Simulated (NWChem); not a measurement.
System: SiH3I; SMILES [SiH3]I

Input file for NWChem:

```
start job
memory heap 200 mb stack 900 mb global 1100 mb
geometry units angstroms noautoz
  Si     0.000000     0.000000     1.799927
  I      0.000000     0.000000    -0.649111
  H      1.082660     0.906455     2.273763
  H      0.243683    -1.390839     2.273763
  H     -1.326343     0.484384     2.273763
end
basis spherical
  * library def2-svpd
end
ecp
  I library def2-ecp
end
dft
  xc b3lyp
  iterations 150
  mulliken
end
task dft energy
```

Coordinates come from a PBE0/def2-SVP optimisation. def2 effective core potentials on I; no spin-orbit coupling.

**Question.** Give the results of this calculation. (B3LYP/def2-SVPD with def2 effective core potentials on I.) Quantities: basis functions; energy (Ha); highest occupied level (eV); orbital gap (eV); dipole (D).

**Answer.** The number of basis functions is 83 and the energy (Ha) is -589.05. The highest occupied level (eV) is -7.46 and the orbital gap (eV) is 6.27. The dipole (D) is 1.19.
